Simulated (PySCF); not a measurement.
Stepwise substitution at one centre (B H-OH). Isolated molecules, 0 K electronic values unless said otherwise. One relaxed conformer stands for each flexible species; it need not be the lowest. Strings in code marks are SMILES.

The HOMO from two functionals at the same geometries (PBE0-D4/def2-TZVP), both in PySCF: PBE-D3(BJ)/def2-TZVP and B3LYP-D3(BJ)/def2-TZVP. B3LYP has the VWN-RPA correlation part, as in Gaussian. 

```json
[
 {"species": "0 of 3 H replaced by OH (`B`)", "B3LYP-D3(BJ)/def2-TZVP (eV)": "-9.73"},
 {"species": "1 of 3 H replaced by OH (`BO`)", "B3LYP-D3(BJ)/def2-TZVP (eV)": "-8.68"},
 {"species": "2 of 3 H replaced by OH (`OBO` (H–O–B–O torsion 0°, O–B–O–H torsion 180°))", "B3LYP-D3(BJ)/def2-TZVP (eV)": "-9.13"},
 {"species": "3 of 3 H replaced by OH", "B3LYP-D3(BJ)/def2-TZVP (eV)": "-8.90"}
]
```

Task: What does PBE-D3(BJ)/def2-TZVP give for each?

Result: 
- 0 of 3 H replaced by OH (`B`): -8.47
- 1 of 3 H replaced by OH (`BO`): -7.36
- 2 of 3 H replaced by OH (`OBO` (H–O–B–O torsion 0°, O–B–O–H torsion 180°)): -7.72
- 3 of 3 H replaced by OH: -7.42
Over these rows, drawn at random from the members with no instability flagged (it was tested for open shells, ions and some series alone), PBE minus B3LYP-D3(BJ): mean +1.37 eV, from +1.26 eV to +1.48 eV.
